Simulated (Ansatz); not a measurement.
Input file for Ansatz (a program for electronic structure): U-B3LYP-D3(BJ)/def2-TZVP on BHN (SMILES [B]=N), 2S+1 = 2.

Ansatz 0.2 input:
```yaml
crystal:
  periodic: [false, false, false]
  atoms:
    - {symbol: B, position_ang: [1.15773690, -0.03583763, 0.01737586]}
    - {symbol: N, position_ang: [-0.10961776, -0.01284012, -0.03164940]}
    - {symbol: H, position_ang: [-1.07299569, 0.08420646, -0.03846620]}
basis:
  gaussian:
    orbitals: def2-TZVP
hamiltonian:
  xc: b3lyp
  dispersion: d3bj
magnetization: {spin_polarized: true, initial_magnetization: 1}
relax: {f_tol: 0.003, max_steps: 120}
```

Program output:

```
WARN ansatz: RAYON_NUM_THREADS=1 ignored (pool sized by the plan → 1); use --threads N
Functional definition: B3LYP
integrals: 0.01 GiB planned
368 factors; their error is unknown
mean field: 0.14 GiB planned
mean field evaluation 1: about -2171.3873 eV, gradient 5.0e1 eV
mean field evaluation 2: about -2124.9826 eV, gradient 9.2e1 eV
mean field evaluation 4: about -2180.8313 eV, gradient 5.8e0 eV
mean field evaluation 8: about -2181.0052 eV, gradient 4.0e-2 eV
mean field evaluation 16: about -2181.0053 eV, gradient 3.9e-5 eV
mean field -2181.00527019 eV, -80.1504653409 hartree, gradient 3.9e-5 eV, S^2 0.762545; 0 other end points of the search recorded, 0 dependent functions left out
the calculation of the forces begins
reference -2181.00544795 eV, -80.1504718734 hartree; 7, 6 occupied and 61, 62 virtual orbitals, 368 factors
relax step   1: F+E_penalty+E_count = -2181.05512582 eV  Δ(F+E_penalty+E_count) = +0.000e0 eV  max|allowed force component| = 4.095e0 eV/Å  Δτ_max = 0.0000 Å  (33 SCF iters, accepted)
these checks for a lower state are left out or cut short: starts, cluster_reference, orbital_swaps, neighbouring_geometries, increment
integrals: 0.01 GiB planned
368 factors; their error is unknown
mean field: 0.14 GiB planned
mean field -2181.06947993 eV, -80.1528250054 hartree, gradient 1.6e-5 eV, S^2 0.760981; 0 other end points of the search recorded, 0 dependent functions left out
the calculation of the forces begins
reference -2181.06965804 eV, -80.1528315507 hartree; 7, 6 occupied and 61, 62 virtual orbitals, 368 factors
relax step   2: F+E_penalty+E_count = -2181.11936367 eV  Δ(F+E_penalty+E_count) = -6.424e-2 eV  max|allowed force component| = 5.198e-1 eV/Å  Δτ_max = 0.0173 Å  (37 SCF iters, accepted)
these checks for a lower state are left out or cut short: starts, cluster_reference, orbital_swaps, neighbouring_geometries, increment
integrals: 0.01 GiB planned
368 factors; their error is unknown
mean field: 0.14 GiB planned
mean field evaluation 32: about -2181.0706 eV, gradient 2.6e-5 eV
mean field -2181.07064319 eV, -80.1528677545 hartree, gradient 2.6e-5 eV, S^2 0.760804; 0 other end points of the search recorded, 0 dependent functions left out
the calculation of the forces begins
reference -2181.07082141 eV, -80.1528743039 hartree; 7, 6 occupied and 61, 62 virtual orbitals, 368 factors
relax step   3: F+E_penalty+E_count = -2181.12052778 eV  Δ(F+E_penalty+E_count) = -1.164e-3 eV  max|allowed force component| = 7.746e-2 eV/Å  Δτ_max = 0.0030 Å  (37 SCF iters, accepted)
these checks for a lower state are left out or cut short: starts, cluster_reference, orbital_swaps, neighbouring_geometries, increment
integrals: 0.01 GiB planned
368 factors; their error is unknown
mean field: 0.14 GiB planned
mean field -2181.07084319 eV, -80.1528751044 hartree, gradient 2.5e-5 eV, S^2 0.760803; 0 other end points of the search recorded, 0 dependent functions left out
the calculation of the forces begins
reference -2181.07102147 eV, -80.1528816558 hartree; 7, 6 occupied and 61, 62 virtual orbitals, 368 factors
relax step   4: F+E_penalty+E_count = -2181.12072642 eV  Δ(F+E_penalty+E_count) = -1.986e-4 eV  max|allowed force component| = 7.578e-2 eV/Å  Δτ_max = 0.0017 Å  (29 SCF iters, accepted)
these checks for a lower state are left out or cut short: starts, cluster_reference, orbital_swaps, neighbouring_geometries, increment
integrals: 0.01 GiB planned
368 factors; their error is unknown
mean field: 0.14 GiB planned
mean field -2181.07250687 eV, -80.1529362433 hartree, gradient 2.6e-5 eV, S^2 0.760819; 0 other end points of the search recorded, 0 dependent functions left out
the calculation of the forces begins
reference -2181.07268545 eV, -80.1529428061 hartree; 7, 6 occupied and 61, 62 virtual orbitals, 368 factors
relax step   5: F+E_penalty+E_count = -2181.12238775 eV  Δ(F+E_penalty+E_count) = -1.661e-3 eV  max|allowed force component| = 7.510e-3 eV/Å  Δτ_max = 0.0271 Å  (35 SCF iters, accepted)
these checks for a lower state are left out or cut short: starts, cluster_reference, orbital_swaps, neighbouring_geometries, increment
integrals: 0.01 GiB planned
368 factors; their error is unknown
mean field: 0.14 GiB planned
mean field -2181.07251008 eV, -80.1529363612 hartree, gradient 6.1e-6 eV, S^2 0.760827; 0 other end points of the search recorded, 0 dependent functions left out
the calculation of the forces begins
reference -2181.07268867 eV, -80.1529429244 hartree; 7, 6 occupied and 61, 62 virtual orbitals, 368 factors
relax step   6: F+E_penalty+E_count = -2181.12239026 eV  Δ(F+E_penalty+E_count) = -2.511e-6 eV  max|allowed force component| = 5.667e-3 eV/Å  Δτ_max = 0.0009 Å  (29 SCF iters, accepted)
these checks for a lower state are left out or cut short: starts, cluster_reference, orbital_swaps, neighbouring_geometries, increment
integrals: 0.01 GiB planned
368 factors; their error is unknown
mean field: 0.14 GiB planned
mean field -2181.07251008 eV, -80.1529363613 hartree, gradient 1.6e-5 eV, S^2 0.760824; 0 other end points of the search recorded, 0 dependent functions left out
the calculation of the forces begins
reference -2181.07268867 eV, -80.1529429244 hartree; 7, 6 occupied and 61, 62 virtual orbitals, 368 factors
relax step   7: F+E_penalty+E_count = -2181.12239046 eV  Δ(F+E_penalty+E_count) = -1.965e-7 eV  max|allowed force component| = 2.602e-5 eV/Å  Δτ_max = 0.0001 Å  (26 SCF iters, accepted)
integrals: 0.01 GiB planned
368 factors; their error is unknown
mean field: 0.14 GiB planned
mean field evaluation 64: about -2129.4374 eV, gradient 8.9e1 eV
mean field -2181.07251008 eV, -80.1529363613 hartree, gradient 1.7e-5 eV, S^2 0.760824; 1 other end points of the search recorded, 0 dependent functions left out
the calculation of the forces begins
reference -2181.07268867 eV, -80.1529429244 hartree; 7, 6 occupied and 61, 62 virtual orbitals, 368 factors
Total energy: -2181.12256905 eV, -80.1547759947 hartree
Atom 0 at     1.143242    -0.048844     0.011737 Å, force     0.000008    -0.000005    -0.000002 eV/Å
Atom 1 at    -0.088392     0.016061    -0.019621 Å, force     0.000018     0.000009     0.000004 eV/Å
Atom 2 at    -1.079726     0.068312    -0.044856 Å, force    -0.000026    -0.000004    -0.000003 eV/Å
Dipole moment:    -0.065227     0.003441    -0.001659 e Å
```

Self-consistency was reached.

Cost: about 9 core-seconds (a rough figure).
